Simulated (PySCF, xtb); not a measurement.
C2H4ClNSi, SMILES Cl[Si@H]1C=NC1.

GFN2-xTB (xtb) at its own geometry gives an orbital gap of 2.78 eV and a dipole moment of 2.07 D.

Geometry: PBE0-D3(BJ)/def2-SVP. The structure was generated by enumeration; whether it is a known compound was not checked.

**Question.** What does PBE0/def2-TZVP in PySCF give? (Estimate from the structure and the level; the computed values follow.)

**Answer.** gap 5.94 eV (levels -7.19 and -1.25 eV), dipole 0.86 D.
